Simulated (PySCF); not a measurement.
## Polarisability and C₆ of Kr⁺ (krypton, charge +1)

[Ar] 3d10 4s2 4p5, 2P determinant. All numbers are calculated (PySCF 2.14, a scalar-relativistic core potential, in aug-cc-pVQZ-PP with ECP10MDF (7s6p5d3f2g, 89 functions)). Coupled (time-dependent) response in atomic units; α is the mean over directions.

```csv
method,mean α (bohr³),"α xx, yy, zz",C₆ (like pair),S(−4)
CAM-B3LYP,10.90,"10.47, 11.12, 11.12",66.80,22.19
```

S(−4) is the Cauchy moment in α(ω) = α(0) + S(−4) ω² + …

Spin-orbit coupling is absent.

α(iu) at CAM-B3LYP:

```
u (hartree)  α(iu) (bohr³)
          0          10.90
     0.0500          10.85
      0.100          10.69
      0.200          10.09
      0.300          9.258
      0.500          7.387
      0.750          5.385
       1.00          3.962
       1.50          2.320
       2.00          1.506
       3.00         0.7879
       5.00         0.3409
```

A single London oscillator, α(iu) = α/(1 + u²/ω²), gives C₆ = (3/4) ω α². Matching the computed C₆ needs ω = 4 × 66.80 / (3 × 10.90²) = 0.750 hartree.

For an ion, C₆ is the dispersion term alone; charge-induced terms of lower order in 1/R come first.

The components differ because the open shell of this determinant is not spherical; for a pure term their mean is the scalar polarisability.

Energies and moments cover only the electrons outside the core potential.
